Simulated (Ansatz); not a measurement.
A single point on BrH4NSi2 (`Br[SiH]1N[SiH2]1`).

```yaml
crystal:
  periodic: [false, false, false]
  atoms:
    - {symbol: Br, position_ang: [-1.200927, 2.324232, -1.321318]}
    - {symbol: Si, position_ang: [0.323249, 0.864279, -0.617308]}
    - {symbol: N, position_ang: [0.101429, 0.182180, 0.936656]}
    - {symbol: Si, position_ang: [-0.146730, -1.233239, -0.046567]}
    - {symbol: H, position_ang: [1.631681, 1.484776, -0.923862]}
    - {symbol: H, position_ang: [0.067946, 0.451198, 1.905835]}
    - {symbol: H, position_ang: [0.837168, -2.336977, 0.106116]}
    - {symbol: H, position_ang: [-1.521613, -1.793549, -0.095452]}
basis:
  gaussian: {orbitals: def2-TZVPP}
hamiltonian: {xc: pbe}
correlation: {method: rpa}
```

```sh
$ ansatz run in.yaml --threads 4 --pin off --events-out ev --progress --plain --max-ram 10444MiB
```

Shortened log:

```
Functional definition: PBE
1315 factors; integrals over basis functions are off by at most 1.0e-3 eV
mean field evaluation 1: about -87326.9294 eV, gradient 7.7e1 eV
mean field evaluation 2: about -87326.9209 eV, gradient 7.7e1 eV
mean field evaluation 4: about -87336.1834 eV, gradient 2.9e1 eV
mean field evaluation 8: about -87338.7189 eV, gradient 5.4e-1 eV
mean field evaluation 16: about -87338.7172 eV, gradient 4.0e-4 eV
mean field -87338.71723386 eV, -3209.6386580355 hartree, gradient 3.9e-6 eV, S^2 0.000000; 0 other end points of the search recorded, 0 dependent functions left out
20 core orbitals not correlated: weight in the atoms' cores, before any rotation towards them, 1.000 or more for the frozen orbitals, at most 0.000 for the correlated occupied ones
reference -87269.51388834 eV, -3207.0954819956 hartree; 17, 17 occupied and 182, 182 virtual orbitals, 1315 factors
Total energy: -87301.50825733 eV, -3208.2712533692 hartree
```

It took 2.8 s on 4 threads of an Intel Xeon Platinum 8488C on a shared host, with 0.47 GiB of host memory at the peak.
